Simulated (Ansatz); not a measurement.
One change: `CB(C=S)CCl` becomes `CB(S)CCl`.

Ansatz, PBE0-D4/def2-TZVP geometries, multiplicity 1. Each molecule was computed in one conformer, which needn't be the lowest.

```
                                          property  `CB(C=S)CCl`
             HOMO energy (ωB97M-V/def2-TZVPP) / eV         -8.83
               HOMO–LUMO gap (PBE/def2-TZVPP) / eV          2.03
           HOMO–LUMO gap (ωB97M-V/def2-TZVPP) / eV          8.48
size of the dipole moment (ωB97M-V/def2-TZVPP) / D          0.80
  size of the dipole moment (B3LYP/def2-TZVPP) / D          0.80
                HOMO energy (PBE0/def2-TZVPP) / eV         -6.65
```

(1) What does the change do to each property? (Estimate.)

Results:

(1) Ansatz gave: 
```json
{"property": "HOMO energy (ωB97M-V/def2-TZVPP) / eV", "`CB(S)CCl`": "-10.28", "shift": "-1.45"}
{"property": "HOMO–LUMO gap (PBE/def2-TZVPP) / eV", "`CB(S)CCl`": "5.25", "shift": "3.22"}
{"property": "HOMO–LUMO gap (ωB97M-V/def2-TZVPP) / eV", "`CB(S)CCl`": "11.61", "shift": "3.13"}
{"property": "size of the dipole moment (ωB97M-V/def2-TZVPP) / D", "`CB(S)CCl`": "1.71", "shift": "0.91"}
{"property": "size of the dipole moment (B3LYP/def2-TZVPP) / D", "`CB(S)CCl`": "1.71", "shift": "0.91"}
{"property": "HOMO energy (PBE0/def2-TZVPP) / eV", "`CB(S)CCl`": "-8.08", "shift": "-1.43"}
```

With PBE0 the HOMO falls by 1.43 eV and the LUMO rises by 1.82 eV, so the gap widens by about 3.25 eV. PBE moves the HOMO by -1.43 eV and ωB97M-V by -1.45 eV. Dipoles are sizes alone; their direction can turn.

B3LYP here is the variant with VWN-RPA as its local correlation; programs differ in this.
